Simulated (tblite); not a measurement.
Record of a relaxation.

Species: C7H14Se.
Numbering: `[CH2:1]=[CH:2][CH2:3][C@H:4]([CH3:5])[Se:6][CH2:7][CH3:8]` (hydrogens: H9, H10 on C1; H11 on C2; H12, H13 on C3; H14 on C4; H15, H16, H17 on C5; H18, H19 on C7; H20, H21, H22 on C8)

Computed with GFN2-xTB (tblite), gas phase: L-BFGS steps from a force-field or distance-geometry start until the largest atomic force falls under 0.01 eV/Å. 5 of its 103 geometries are shown.

Step 0: E = -686.8039 eV, largest atomic force 1.878 eV/Å
```
atom  x, y, z in Å  |  force x, y, z in eV/Å
C1     -3.657    0.969    0.187   -0.237  -1.562   0.556
C2     -2.651    0.133    0.431    0.128   1.055  -0.194
C3     -1.255    0.656    0.166   -0.657  -0.580   0.215
C4     -0.564   -0.197   -0.891   -0.730  -0.922   0.434
C5     -0.418   -1.646   -0.425   -0.268  -0.093  -0.202
Se6     1.197    0.532   -1.175    0.539   0.969  -1.516
C7      2.351   -0.034    0.272   -0.060  -0.584   0.921
C8      3.749    0.541    0.045   -0.057   0.305   0.010
H9     -4.649    0.569    0.396    0.043   0.716  -0.282
H10    -3.479    1.958   -0.184   -0.339   0.057  -0.004
H11    -2.813   -0.875    0.820    0.215   0.475  -0.180
H12    -0.692    0.648    1.118   -0.030   0.074  -0.474
H13    -1.358    1.675   -0.222    0.223  -0.054   0.256
H14    -1.160   -0.229   -1.833    0.650   0.529   0.348
H15    -0.179   -1.607    0.646   -0.112  -0.506  -0.320
H16     0.408   -2.114   -0.988   -0.456  -0.074   0.315
H17    -1.368   -2.196   -0.629    0.872   0.261   0.395
H18     1.915    0.340    1.226    0.252  -0.504  -0.447
H19     2.412   -1.144    0.251   -0.273   0.562   0.225
H20     3.804    0.896   -1.013    0.377  -0.314   0.826
H21     4.486   -0.249    0.269   -0.149   0.593  -0.329
H22     3.911    1.394    0.732    0.069  -0.401  -0.551
```

Step 26: E = -687.2854 eV, largest atomic force 0.153 eV/Å
```
atom  x, y, z in Å  |  force x, y, z in eV/Å
C1     -3.744    0.945    0.186    0.041   0.027   0.021
C2     -2.672    0.214    0.439    0.003  -0.035  -0.040
C3     -1.256    0.648    0.204   -0.048   0.038   0.066
C4     -0.555   -0.224   -0.838   -0.087   0.111   0.060
C5     -0.403   -1.675   -0.423    0.033   0.040  -0.012
Se6     1.210    0.596   -1.324    0.027   0.037   0.011
C7      2.353   -0.010    0.187    0.077   0.025  -0.070
C8      3.771    0.546    0.082    0.025   0.001   0.017
H9     -4.740    0.583    0.392    0.091   0.016  -0.059
H10    -3.678    1.944   -0.220    0.036  -0.079   0.050
H11    -2.790   -0.788    0.833    0.012   0.057   0.042
H12    -0.698    0.585    1.144   -0.042   0.006   0.035
H13    -1.240    1.690   -0.130   -0.025  -0.047   0.004
H14    -1.125   -0.163   -1.771    0.113  -0.003  -0.097
H15    -0.044   -1.758    0.602   -0.023   0.018  -0.006
H16     0.304   -2.179   -1.077   -0.016  -0.077  -0.056
H17    -1.363   -2.180   -0.503    0.022  -0.042   0.035
H18     1.873    0.299    1.116    0.005  -0.035  -0.033
H19     2.369   -1.098    0.125   -0.026  -0.023   0.021
H20     4.055    0.754   -0.950   -0.101  -0.101   0.003
H21     4.480   -0.179    0.481   -0.025   0.042   0.026
H22     3.882    1.471    0.642   -0.092   0.025  -0.021
```

Step 51: E = -687.3605 eV, largest atomic force 0.065 eV/Å
```
atom  x, y, z in Å  |  force x, y, z in eV/Å
C1     -3.707    0.925    0.158    0.007  -0.001  -0.005
C2     -2.650    0.204    0.483   -0.010   0.018   0.062
C3     -1.236    0.646    0.278   -0.015   0.002   0.005
C4     -0.556   -0.174   -0.820   -0.002  -0.002   0.006
C5     -0.389   -1.641   -0.470   -0.002  -0.020  -0.003
Se6     1.201    0.658   -1.300    0.014  -0.013  -0.037
C7      2.339   -0.072    0.146    0.038  -0.001  -0.003
C8      3.721    0.550    0.101    0.031   0.022   0.004
H9     -4.711    0.573    0.325    0.014   0.002  -0.022
H10    -3.611    1.903   -0.285   -0.003  -0.001   0.011
H11    -2.778   -0.774    0.926   -0.008  -0.002   0.020
H12    -0.676    0.537    1.212   -0.017  -0.025  -0.011
H13    -1.222    1.701   -0.006    0.006  -0.007  -0.014
H14    -1.128   -0.077   -1.749   -0.001   0.014   0.004
H15     0.148   -1.762    0.469   -0.006   0.003   0.006
H16     0.154   -2.160   -1.257    0.021  -0.001  -0.006
H17    -1.362   -2.116   -0.364   -0.029   0.011  -0.033
H18     1.843    0.135    1.095    0.002   0.007  -0.003
H19     2.402   -1.149   -0.013   -0.006  -0.023   0.021
H20     4.181    0.386   -0.872   -0.006  -0.002   0.006
H21     4.356    0.104    0.865   -0.017   0.000   0.000
H22     3.668    1.623    0.277   -0.013   0.021  -0.005
```

Step 76: E = -687.3700 eV, largest atomic force 0.029 eV/Å
```
atom  x, y, z in Å  |  force x, y, z in eV/Å
C1     -3.668    0.924    0.154    0.007  -0.001   0.000
C2     -2.625    0.208    0.529    0.003   0.004   0.010
C3     -1.203    0.624    0.308    0.000   0.011   0.004
C4     -0.563   -0.184   -0.821    0.002   0.007   0.001
C5     -0.443   -1.666   -0.513   -0.001   0.001  -0.007
Se6     1.212    0.595   -1.330   -0.012   0.004  -0.007
C7      2.346   -0.069    0.151    0.000   0.000   0.012
C8      3.713    0.587    0.101   -0.004  -0.003  -0.001
H9     -4.679    0.594    0.323    0.009  -0.002  -0.009
H10    -3.552    1.878   -0.335   -0.004  -0.002   0.007
H11    -2.767   -0.746    1.018   -0.004   0.002   0.004
H12    -0.634    0.478    1.231    0.013  -0.010  -0.009
H13    -1.171    1.683    0.047    0.010   0.008  -0.006
H14    -1.144   -0.039   -1.738   -0.004  -0.012   0.001
H15     0.022   -1.825    0.458    0.005  -0.004  -0.024
H16     0.152   -2.166   -1.276   -0.010  -0.014   0.005
H17    -1.431   -2.122   -0.500    0.006  -0.004   0.002
H18     1.834    0.164    1.084   -0.016   0.020   0.014
H19     2.428   -1.151    0.039    0.001  -0.005   0.001
H20     4.215    0.354   -0.836    0.002  -0.006  -0.002
H21     4.327    0.229    0.925    0.005  -0.010  -0.004
H22     3.623    1.668    0.179   -0.010   0.015   0.008
```

Step 102: E = -687.3745 eV, largest atomic force 0.009 eV/Å
```
atom  x, y, z in Å  |  force x, y, z in eV/Å
C1     -3.613    0.922    0.155    0.001   0.001   0.000
C2     -2.578    0.212    0.564   -0.001   0.004   0.002
C3     -1.153    0.601    0.320   -0.003  -0.001  -0.001
C4     -0.564   -0.202   -0.841    0.004  -0.001  -0.003
C5     -0.475   -1.691   -0.563    0.000  -0.006   0.002
Se6     1.214    0.543   -1.375    0.001  -0.007   0.006
C7      2.307   -0.033    0.173    0.008   0.001   0.003
C8      3.679    0.611    0.118    0.002  -0.008  -0.001
H9     -4.628    0.608    0.331    0.002   0.003   0.000
H10    -3.485    1.854   -0.371   -0.007  -0.002   0.006
H11    -2.729   -0.722    1.089   -0.006   0.007   0.002
H12    -0.565    0.422    1.224   -0.001  -0.004  -0.004
H13    -1.099    1.665    0.076   -0.003  -0.005  -0.002
H14    -1.166   -0.026   -1.739   -0.002  -0.003  -0.005
H15     0.036   -1.882    0.379    0.001   0.001  -0.003
H16     0.064   -2.199   -1.362   -0.005   0.007  -0.004
H17    -1.475   -2.117   -0.504   -0.001  -0.004   0.001
H18     1.772    0.264    1.076    0.003   0.000   0.002
H19     2.385   -1.121    0.133   -0.003   0.007  -0.003
H20     4.189    0.342   -0.805    0.004   0.000   0.002
H21     4.281    0.275    0.960    0.001   0.005   0.000
H22     3.593    1.695    0.158    0.005   0.006   0.000
```

Q: Summarise the path.

A: The energy falls by 55.05 kJ/mol from step 0 to step 102; nine tenths of that is first reached at step 33. It rises by more than 0.2 meV at step 32. The largest force goes from 1.878 to 0.009 eV/Å. Among the bonds C4–Se6 changes most, from 1.927 to 2.000 Å; the atoms move by 0.368 Å rms after alignment.

The cost below is that of the whole relaxation. On Intel Xeon at 2.70 GHz, one thread, on a shared host, this took 1.3 s wall.
